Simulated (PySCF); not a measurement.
# How methods differ on the excitation energy of Bi⁺

Bi⁺ [Xe] 4f14 5d10 6s2 6p2 (3P) → Bi⁺ [Xe] 4f14 5d10 6s1 6p2 7s1 (5P), as a difference of total energies. All numbers are calculated (PySCF 2.14, the spin-free X2C one-electron Hamiltonian (Gaussian nucleus), in aug-cc-pVQZ-DK3 (10s9p7d4f2g, 118 functions)). Correlated levels: valence: [Xe] 4f14 5d10 frozen. The calculations carry no spin-orbit coupling.

| method | excitation energy (cm⁻¹) |
| --- | --- |
| UHF | 121360 |
| MP2 (valence) | 127310 |
| SCS-MP2 (valence) | 129850 |
| CCSD (valence) | 128170 |
| CCSD(T) (valence) | 128340 |

Spin-orbit coupling is strong in these open shells (close to jj coupling). The scalar numbers leave it out and a first-order estimate fails, so it can dominate the gap to the real levels.

The promoted electron is Rydberg-like, and one or two diffuse shells describe it only roughly, which tends to raise the upper state.
